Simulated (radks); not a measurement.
Sn2+, configuration [Kr] 4d10 5s2 (the NIST ground configuration).

Method: Dirac Kohn-Sham, LDA (Slater exchange, Perdew-Wang correlation), spin-unpolarised, spherical densities, finite nucleus; Fermi nuclear charge, rms radius 4.6519 fm; computed with a radial shooting solver on a logarithmic mesh with Libxc functionals.

Energy parts (eV):
| part | energy |
|---|---|
| total | -167968.169 |
| kinetic | 176810.811 |
| electron-nucleus | -407032.316 |
| Hartree | 66589.433 |
| exchange-correlation | -4336.097 |

Orbitals (lengths in bohr, moments of r in powers of bohr; r(90%) holds 90 % of the orbital's charge):
orbital  occ.  eigenvalue (eV)  r(90%)
1s1/2       2        -28977.04  0.0522
2s1/2       2        -4389.182   0.194
2p1/2       2        -4103.488   0.174
2p3/2       4        -3873.181   0.181
3s1/2       2        -860.7405   0.500
3p1/2       2        -744.4646   0.497
3p3/2       4        -702.4175   0.513
3d3/2       4        -496.0350   0.494
3d5/2       6        -487.3456   0.498
4s1/2       2        -151.1433    1.19
4p1/2       2        -112.3918    1.27
4p3/2       4        -104.7341    1.32
4d3/2       4         -44.0138    1.69
4d5/2       6         -42.9562    1.71
5s1/2       2         -26.5235    3.20

The highest occupied level is 5s1/2 at -26.523 eV. The electron density at the nucleus is 1.904e+05 e/bohr^3. Summed over all electrons, <r^2> = 34.38 bohr^2, which gives a Langevin (diamagnetic) susceptibility term of -27.2 x 10^-6 cm^3/mol. The density falls to 0.001 e/bohr^3 at r = 3.67 bohr.
